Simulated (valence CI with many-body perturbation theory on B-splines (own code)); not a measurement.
**Hf LXVIII: electric-dipole lines**

Method: relativistic CI+MBPT: three valence electrons over a frozen Dirac-Fock core [He], radial functions for each j: 11 s, 11 p, 9 d, 7 f, 5 g, 2 h, 1 i, with the one-electron correlation potential Σ1, the two-electron term Σ2, the three-electron term Σ3, Breit, model QED; selected CI, second order for the rest (own B-spline code, finite nucleus).

No measured spectrum was set against this ion. As an estimate, large intervals hold to a few tenths of a per cent, small ones and those within an open d or f shell to about a per cent.

Lines 151 to 200 of 285 in falling wavelength, among levels below 12380 eV, chosen from the strongest by gf and those to the six lowest levels. Wavelengths and rates use the calculated energies. Electric multipoles are in the length gauge, E1 and E2 with the static RPA response of the core. Weak lines are less certain than strong ones. Lines between different terms over intervals too small for the method are left out, as are lines whose strength nearly cancels. The highest levels of a list are the least certain.

Levels are named by their leading jj configuration (3d3/2^4 stands for four electrons in 3d with j = 3/2), which in mixed levels can hold well under half, so a name can repeat and another be missing. Letters in brackets count levels of one name in rising energy.

| λ vac (Å) | Upper | Lower | A (s⁻¹) | S (a.u.) with core polarisation | S without |
| --- | --- | --- | --- | --- | --- |
| 1.345 | (2s 2p3/2 3d5/2) J=1/2 | (2s 2p3/2^2) J=1/2 | 1.22e+15 | 2.92e-03 | 2.93e-03 |
| 1.345 | (2p1/2 2p3/2 3d5/2) J=5/2 [a] | (2p1/2 2p3/2^2) J=5/2 | 4.19e+14 | 3.02e-03 | 3.02e-03 |
| 1.344 | (2p1/2^2 3d5/2) J=5/2 | (2p1/2^2 2p3/2) J=3/2 | 1.36e+15 | 9.80e-03 | 9.81e-03 |
| 1.344 | (2s 2p1/2 3d5/2) J=5/2 [b] | (2s 2p1/2 2p3/2) J=3/2 [b] | 1.10e+15 | 7.88e-03 | 7.89e-03 |
| 1.344 | (2s 2p1/2 3d5/2) J=3/2 | (2s 2p1/2 2p3/2) J=3/2 [b] | 2.40e+14 | 1.15e-03 | 1.15e-03 |
| 1.344 | (2s 2p1/2 3d5/2) J=3/2 | (2s 2p1/2 2p3/2) J=1/2 | 1.05e+15 | 5.05e-03 | 5.06e-03 |
| 1.343 | (2s 2p1/2 3d3/2) J=3/2 [b] | (2s 2p1/2 2p3/2) J=3/2 [a] | 1.29e+14 | 6.19e-04 | 6.19e-04 |
| 1.343 | (2s 2p1/2 3d3/2) J=1/2 | (2s 2p1/2 2p3/2) J=3/2 [a] | 3.27e+13 | 7.82e-05 | 7.83e-05 |
| 1.342 | (2p1/2 2p3/2 3d5/2) J=5/2 [b] | (2p1/2 2p3/2^2) J=5/2 | 6.99e+14 | 5.01e-03 | 5.01e-03 |
| 1.342 | (2p1/2 2p3/2 3d5/2) J=3/2 [a] | (2p1/2 2p3/2^2) J=3/2 | 9.28e+14 | 4.42e-03 | 4.43e-03 |
| 1.341 | (2p1/2 2p3/2 3d5/2) J=5/2 [a] | (2p1/2 2p3/2^2) J=3/2 | 9.21e+14 | 6.58e-03 | 6.59e-03 |
| 1.341 | (2p1/2 2p3/2 3d5/2) J=7/2 [b] | (2p1/2 2p3/2^2) J=5/2 | 2.22e+15 | 2.12e-02 | 2.12e-02 |
| 1.340 | (2p1/2 2p3/2 3d5/2) J=3/2 [b] | (2p1/2 2p3/2^2) J=5/2 | 1.66e+14 | 7.88e-04 | 7.88e-04 |
| 1.340 | (2s 2p1/2 3d5/2) J=5/2 [a] | (2s 2p1/2 2p3/2) J=5/2 | 2.60e+13 | 1.85e-04 | 1.85e-04 |
| 1.339 | (2p1/2 2p3/2 3d5/2) J=5/2 [b] | (2p1/2 2p3/2^2) J=3/2 | 1.34e+15 | 9.51e-03 | 9.52e-03 |
| 1.337 | (2p1/2 2p3/2 3p3/2) J=5/2 [a] | (2s 2p3/2^2) J=3/2 | 8.81e+14 | 6.24e-03 | 6.24e-03 |
| 1.336 | (2s 2p3/2 3d5/2) J=3/2 [b] | (2s 2p3/2^2) J=3/2 | 3.58e+14 | 1.69e-03 | 1.69e-03 |
| 1.336 | (2s 2p3/2 3d5/2) J=3/2 [b] | (2s 2p3/2^2) J=1/2 | 9.47e+14 | 4.46e-03 | 4.46e-03 |
| 1.336 | (2s 2p3/2 3d5/2) J=5/2 [b] | (2s 2p3/2^2) J=3/2 | 1.12e+15 | 7.88e-03 | 7.89e-03 |
| 1.335 | (2s 2p1/2 3d5/2) J=7/2 | (2s 2p1/2 2p3/2) J=5/2 | 1.40e+15 | 1.32e-02 | 1.32e-02 |
| 1.335 | (2s 2p3/2 3d5/2) J=5/2 [a] | (2s 2p3/2^2) J=5/2 | 1.12e+15 | 7.87e-03 | 7.88e-03 |
| 1.334 | (2s 2p1/2 3d5/2) J=5/2 [a] | (2s 2p1/2 2p3/2) J=3/2 [a] | 1.27e+15 | 8.91e-03 | 8.91e-03 |
| 1.334 | (2s 2p1/2 3d5/2) J=5/2 [b] | (2s 2p1/2 2p3/2) J=5/2 | 1.79e+14 | 1.26e-03 | 1.26e-03 |
| 1.334 | (2s 2p1/2 3d5/2) J=3/2 | (2s 2p1/2 2p3/2) J=5/2 | 1.02e+13 | 4.77e-05 | 4.78e-05 |
| 1.334 | (2s 2p3/2 3d5/2) J=7/2 [a] | (2s 2p3/2^2) J=5/2 | 1.96e+15 | 1.83e-02 | 1.84e-02 |
| 1.332 | (2s^2 3d5/2) J=5/2 | (2s^2 2p3/2) J=3/2 | 1.38e+15 | 9.67e-03 | 9.68e-03 |
| 1.328 | (2s 2p1/2 3d5/2) J=5/2 [b] | (2s 2p1/2 2p3/2) J=3/2 [a] | 1.10e+14 | 7.66e-04 | 7.67e-04 |
| 1.328 | (2s 2p1/2 3d5/2) J=3/2 | (2s 2p1/2 2p3/2) J=3/2 [a] | 6.72e+13 | 3.11e-04 | 3.11e-04 |
| 1.328 | (2p1/2^2 3p3/2) J=3/2 | (2s 2p1/2 2p3/2) J=1/2 | 2.87e+13 | 1.32e-04 | 1.33e-04 |
| 1.326 | (2s 2p1/2 3p3/2) J=5/2 | (2s^2 2p3/2) J=3/2 | 7.28e+13 | 5.02e-04 | 5.03e-04 |
| 1.324 | (2s 2p3/2 3d5/2) J=7/2 [b] | (2s 2p3/2^2) J=5/2 | 4.61e+14 | 4.22e-03 | 4.23e-03 |
| 1.312 | (2p1/2^2 3p3/2) J=3/2 | (2s 2p1/2 2p3/2) J=3/2 [a] | 1.72e+12 | 7.67e-06 | 7.68e-06 |
| 1.267 | (2p1/2^2 3d5/2) J=5/2 | (2s^2 2p3/2) J=3/2 | 7.19e+11 | 4.33e-06 | 4.33e-06 |
| 1.265 | (2s^2 3p1/2) J=1/2 | (2s 2p1/2^2) J=1/2 | 1.78e+12 | 3.56e-06 | 3.56e-06 |
| 1.255 | (2s 2p3/2 3s) J=3/2 [a] | (2s 2p1/2 2p3/2) J=1/2 | 4.81e+12 | 1.87e-05 | 1.87e-05 |
| 1.254 | (2s 2p1/2 3s) J=1/2 [a] | (2s 2p1/2^2) J=1/2 | 2.93e+13 | 5.72e-05 | 5.70e-05 |
| 1.251 | (2s 2p1/2 3s) J=3/2 | (2s 2p1/2^2) J=1/2 | 5.69e+13 | 2.20e-04 | 2.19e-04 |
| 1.249 | (2s 2p3/2 3s) J=5/2 | (2s 2p1/2 2p3/2) J=5/2 | 4.06e+13 | 2.35e-04 | 2.34e-04 |
| 1.247 | (2s 2p1/2 3s) J=1/2 [b] | (2s 2p1/2^2) J=1/2 | 1.11e+13 | 2.13e-05 | 2.12e-05 |
| 1.246 | (2s 2p3/2 3s) J=1/2 | (2s 2p1/2 2p3/2) J=1/2 | 1.06e+13 | 2.03e-05 | 2.02e-05 |
| 1.246 | (2s 2p3/2 3s) J=3/2 [a] | (2s 2p1/2 2p3/2) J=5/2 | 3.67e+13 | 1.40e-04 | 1.40e-04 |
| 1.245 | (2s 2p3/2 3s) J=3/2 [b] | (2s 2p1/2 2p3/2) J=1/2 | 1.95e+13 | 7.43e-05 | 7.41e-05 |
| 1.244 | (2s 2p3/2 3s) J=5/2 | (2s 2p1/2 2p3/2) J=3/2 [a] | 3.23e+13 | 1.84e-04 | 1.84e-04 |
| 1.244 | (2s^2 3s) J=1/2 | (2s^2 2p1/2) J=1/2 | 5.87e+13 | 1.11e-04 | 1.11e-04 |
| 1.241 | (2s 2p3/2 3s) J=3/2 [a] | (2s 2p1/2 2p3/2) J=3/2 [a] | 1.01e+13 | 3.81e-05 | 3.80e-05 |
| 1.218 | (2s^2 3p3/2) J=3/2 | (2s 2p1/2^2) J=1/2 | 7.63e+12 | 2.72e-05 | 2.72e-05 |
| 1.216 | (2p1/2 2p3/2 3p1/2) J=1/2 | (2s 2p1/2 2p3/2) J=1/2 | 7.63e+13 | 1.35e-04 | 1.35e-04 |
| 1.215 | (2p1/2 2p3/2 3p1/2) J=3/2 [a] | (2s 2p1/2 2p3/2) J=1/2 | 2.23e+14 | 7.89e-04 | 7.88e-04 |
| 1.214 | (2p1/2 2p3/2 3p1/2) J=5/2 | (2s 2p1/2 2p3/2) J=3/2 [b] | 3.30e+14 | 1.75e-03 | 1.75e-03 |
| 1.214 | (2s 2p1/2 3p1/2) J=1/2 [a] | (2s^2 2p1/2) J=1/2 | 1.77e+14 | 3.12e-04 | 3.12e-04 |
